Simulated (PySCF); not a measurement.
**How methods differ on the excitation energy of Mo**

Mo [Kr] 4d5 5s1 (7S) → Mo [Kr] 4d4 5s2 (5D), as a difference of total energies. Calculation: PySCF 2.14, in def2-TZVPPD with the def2 core potential (28 electrons); scalar relativity through the core potential. Correlated levels: valence and next inner shell: nothing frozen outside the core potential. The calculations carry no spin-orbit coupling.

```csv
method,excitation energy (eV)
UHF,2.195
MP2 (valence and next inner shell),1.859
SCS-MP2 (valence and next inner shell),1.287
CCSD (valence and next inner shell),1.665
CCSD(T) (valence and next inner shell),1.554
```

Q: How much does correlation contribute at CCSD(T) (valence and next inner shell)?

A: 1.554 − (2.195) = -0.641 eV, measured against UHF.
